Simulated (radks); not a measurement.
The numbers below are computed, except where a source is named.
Problem. Mn, configuration [Ar] 3d4 4s2 5s1 (not the ground configuration). Code: a radial shooting solver on a logarithmic mesh with Libxc functionals. Model: non-relativistic Kohn-Sham, BLYP, spin-unpolarised, spherical densities, point nucleus. Some entries of the table are withheld. Estimate them.

orbital  occ.  eigenvalue (hartree)  r(max) (bohr)  <r^2> (bohr^2)
1s          2             -234.7240        0.04053        0.005083
2s          2             -27.36468         0.2353         0.09420
2p          6             -23.52344         0.1894         0.07575
3s          2              -3.47779         0.7403          0.8395
3p          6              -2.37531         0.7500             (1)
3d          4                   (2)         0.7392           1.525
4s          2              -0.35610          2.295           8.389
4p          0              -0.17430          2.789           13.80
5s          1              -0.05055          7.195           73.80
4d          0              -0.01639            (3)           97.52

Solution. 
(1) 3p <r^2> (bohr^2): 0.9435
(2) 3d eigenvalue (hartree): -0.61079
(3) 4d r(max) (bohr): 7.426
